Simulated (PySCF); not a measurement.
# Working out the ionisation energy of Ru

Ru [Kr] 4d7 5s1 (5F) → Ru⁺ [Kr] 4d7 (4F). Calculation: PySCF 2.14, in aug-cc-pVTZ-PP with one added diffuse shell each of s, p, d, f, g type with ECP28MDF (7s7p6d4f3g, 113 functions); scalar relativity through the core potential. Frozen: 4s2 4p6. Energies in hartree (1 hartree = 27.21139 eV):

```json
{"part": "UHF", "Ru (lower)": "-93.815792", "Ru⁺ (upper)": "-93.584551"}
{"part": "MP2 opposite-spin", "Ru (lower)": "-0.107463", "Ru⁺ (upper)": "-0.093767"}
{"part": "MP2 same-spin", "Ru (lower)": "-0.085576", "Ru⁺ (upper)": "-0.066466"}
```

**Question.** What does Hartree-Fock give?

**Answer.** (-93.584551) − (-93.815792) = 0.231241 hartree = 6.292 eV.

**Question.** What do MP2 and SCS-MP2 (6/5 opposite-spin, 1/3 same-spin) give?

**Answer.** The opposite-spin parts differ by 0.373 eV and the same-spin parts by 0.520 eV. MP2: 6.292 + (0.373) + (0.520) = 7.185 eV. SCS-MP2: 6.292 + 1.2 × (0.373) + (0.520)/3 = 6.913 eV.

Measured between the centres of the two terms (NIST): 7.365 eV, so MP2 (valence) is off by -0.180 eV.

What remains against the reference includes basis incompleteness, the frozen core and correlation beyond second order.
